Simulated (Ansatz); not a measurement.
Problem. Name a neutral molecule of B, O, Si and H with zero-point energy (PBE0-D4/def2-TZVP) between 179 and 195 kJ/mol and size of the dipole moment (B3LYP/def2-TZVPP) between 0.90 and 1.20 D (Ansatz, PBE0-D4/def2-TZVP geometry).

Solution. `[SiH3]OBO[SiH3]` (192.8 kJ/mol, 0.92 D). Other molecules can fit too; these were computed, each in one conformer that needn't be the lowest.

B3LYP here is the variant with VWN-RPA as its local correlation; programs differ in this.
